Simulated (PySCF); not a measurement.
[Si5]2- (charge -2).
Structure used (PBE0-D3(BJ)/def2-SVP), in Å, numbered top down from 1:
```xyz
5
Si5 angstrom
Si    -0.2567   -1.3305    1.2874
Si    -1.0696    0.8207    0.6355
Si    -0.3388   -0.9771   -1.0739
Si     1.4152    0.1588    0.4423
Si     0.2498    1.3281   -1.2913
```

Method: PBE0-D3(BJ)/def2-SVP geometry optimisation, gas phase (PySCF 2.14.0).

Take the most abundant isotopes and a rigid rotor. The values belong to one conformer.

What are A, B and C (MHz)?

Ia = 186.54, Ib = 288.43, Ic = 289.06 u·Å²; 505379 MHz·u·Å²/I gives A = 2709, B = 1752, C = 1748 MHz.

Classify the top.

A prolate symmetric top, as the point group D3h requires two equal moments; the computed ones differ by 0.22 % because the geometry is symmetric only within the optimiser's tolerance. Ray's parameter κ = (2B − A − C)/(A − C) = -0.992; −1 is the prolate and +1 the oblate limit.

The point group D3h allows no dipole (computed: 0.01 D (about the centre of mass, as the species is charged)), so a rigid rotor has no electric-dipole lines.

Estimate the classical rotational partition function at 50 K, 100 K and 298.15 K.

Point group D3h, symmetry number σ = 6; q = (√π/σ)·√((kT/h)³/(ABC)), k/h = 20836.6 MHz/K: 3450 at 50 K, 9750 at 100 K, 50200 at 298.15 K.

Whether it is a minimum is left open (no frequencies). Whether so highly charged an anion holds all its electrons in the gas phase wasn't checked; a finite basis holds them in any case. No counter-ion or solvent screens the charge of this multiply charged ion. The geometry's basis has no diffuse functions, a weakness for an anion. Constants of a rigid frame at the computed geometry: no zero-point averaging, no centrifugal distortion.
